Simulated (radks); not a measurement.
Values are calculated unless marked as measured or tabulated.
Spherical quantum dot in the effective-mass picture: electrons in a hard-walled sphere of radius 3.3, all in effective atomic units (hartree* = m*/eps^2 hartree, bohr* = eps/m* bohr), one dielectric constant everywhere. Level of theory: non-relativistic Kohn-Sham, LDA (Slater exchange, Perdew-Wang correlation), spin-polarised, spherical densities (a radial shooting solver with Libxc functionals). Levels are named by radial order and angular momentum (1s, 1p, 1d, 2s, ...), and open shells are averaged over m. Results are scaled to m* = 0.069 and eps = 9.3, for which hartree* = 21.71 meV and bohr* = 7.132 nm.

N = 38, configuration 1s2 1p6 1d10 2s(up 1, down 0) 1f14 1g(up 5, down 0). This is the lowest configuration that the search found. Occupied and some empty levels:

level,occupation,eigenvalue (meV),<r> (nm)
1s up,1,323.33,16.60
1s down,1,324.56,16.63
1p up,3,327.96,17.04
1p down,3,329.16,17.04
1d up,5,336.28,17.45
1d down,5,337.48,17.44
1f up,7,347.89,17.81
1f down,7,349.10,17.80
2s up,1,361.46,10.32
1g up,5,362.55,18.12
1g down,0,363.78,18.11
2s down,0,364.03,10.55
2p up,0,378.33,12.23
1h up,0,380.09,18.39
2p down,0,380.10,12.35
1h down,0,381.33,18.39
2d up,0,398.38,13.42
2d down,0,399.75,13.49
3s up,0,407.95,10.93
3s down,0,410.72,10.85

Energy (meV): total 7243.59, kinetic 1776.1, external 0, Hartree 5946.8, exchange-correlation -479.27.
